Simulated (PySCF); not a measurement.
## Ionisation energy of Pd²⁰⁺ by level of theory

Pd²⁰⁺ [Ar] 3d8 (3F) → Pd²¹⁺ [Ar] 3d7 (4F), as a difference of total energies. Computed with PySCF 2.14 in an uncontracted even-tempered set (17 s from 2.1 bohr⁻², ratio 2.5; 11 p from 2.7 bohr⁻², ratio 2.5; 8 d from 2.7 bohr⁻², ratio 2.5; 4 f from 13 bohr⁻², ratio 2.7; 3 g from 20 bohr⁻², ratio 2.7), with the non-relativistic Hamiltonian (point nucleus). Correlated levels: outer shells: [Ne] frozen; virtual orbitals above 40 to 60 times the deepest correlated orbital energy dropped. The calculations carry no spin-orbit coupling.

```csv
method,ionisation energy (eV)
UHF,937.32
LDA,939.13
PBE,938.71
PBE0,938.90
B3LYP,938.99
MP2 (outer shells),938.90
SCS-MP2 (outer shells),938.83
```

**Question.** Estimate what r2SCAN gives.

**Answer.** 939.53 eV, closest to LDA among the rows shown.

**Question.** Estimate what BP86 gives.

**Answer.** 939.03 eV, closest to B3LYP among the rows shown.

A first-order spin-orbit estimate (lowest level to lowest level, LS coupling) adds -0.122 eV.

All relativistic terms are absent from these numbers, so their closeness to the reference says little about the methods.

For comparison: 933 ± 4 eV (theoretical estimate listed by NIST; NIST Atomic Spectra Database, ionization energies).
